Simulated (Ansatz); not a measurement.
A nudged elastic band was laid between two geometries of CH5BF3N (11 atoms, charge 0, multiplicity 1).

The calculation used RKS B3LYP/def2-SVP (Ansatz 0.2.0).

- movable images: 7
- climbing image: yes
- spring: 5.0 eV/Å²
- optimiser: quadratic models (default)
- start path: through a guess of the saddle point
- force threshold: 0.05 eV/Å
- iteration limit: 60
- end points: relaxed

First end point:

```xyz
11
Properties=species:S:1:pos:R:3
B -1.264 0.130 0.525
F -1.645 -0.370 1.745
F -1.863 -0.480 -0.548
F -1.251 1.502 0.457
H 0.394 -1.325 0.533
N 0.354 -0.309 0.411
C 1.006 0.106 -0.849
H 0.826 0.097 1.223
H 2.062 -0.197 -0.881
H 0.923 1.197 -0.933
H 0.458 -0.350 -1.684
```

Last end point:

```xyz
11
Properties=species:S:1:pos:R:3
B -1.188 0.658 0.209
F -0.589 -1.924 1.368
F -1.899 0.227 -0.824
F -1.810 1.288 1.196
H -0.151 -1.131 1.111
N 0.212 0.444 0.270
C 1.020 -0.028 -0.853
H 0.721 0.953 0.988
H 1.834 -0.684 -0.507
H 1.465 0.805 -1.423
H 0.384 -0.607 -1.536
```

Question: What changes between the two ends?

Answer: Bonds broken: B1–F2, H5–N6. Bonds formed: F2–H5. CH5BF3N becomes CH4BF2N + FH.

Question: What energy profile does the band end with?

Answer: The run converged. The highest image is number 5 of 0 to 8, 160.5 kJ/mol above the first end and 37.8 kJ/mol above the last; the last end lies 122.6 kJ/mol above the first. Neighbouring images differ by up to 1.2 eV, so the band resolves the path poorly. A vibrational analysis at the climbing image gives one clearly imaginary mode, 754i cm⁻¹: a first-order saddle point. The orbitals stay closed-shell, which can raise the energy where a bond breaks towards radicals; this wasn't checked here.

```
image  path coordinate (Å)  energy (kJ/mol)  B1–F2 (Å)  H5–N6 (Å)  F2–H5 (Å)
    0                 0.00              0.0       1.37       1.02       2.56
    1                 0.60              1.2       1.37       1.02       2.44
    2                 1.19              3.2       1.37       1.02       2.35
    3                 1.79              4.6       1.37       1.02       2.29
    4                 2.39             40.1       1.44       1.05       1.70
    5                 2.98            160.5       1.81       1.41       1.08
    6                 3.47            132.3       2.34       1.74       0.96
    7                 3.96            123.5       2.74       1.85       0.94
    8                 4.45            122.6       2.89       1.82       0.94
```

Question: What is the geometry of the highest image?

Answer: 
```xyz
11
Properties=species:S:1:pos:R:3
B -1.144 0.323 0.405
F -1.207 -1.287 1.232
F -1.814 0.142 -0.735
F -1.631 1.173 1.314
H -0.184 -1.010 1.009
N 0.355 0.125 0.377
C 1.060 -0.018 -0.901
H 0.840 0.744 1.025
H 2.070 -0.424 -0.742
H 1.149 0.942 -1.437
H 0.507 -0.713 -1.547
```

The run took 2.6 min on 2 threads of Intel(R) Xeon(R) Platinum 8488C (Sapphire Rapids), on a shared host, peak memory 0.27 GiB.
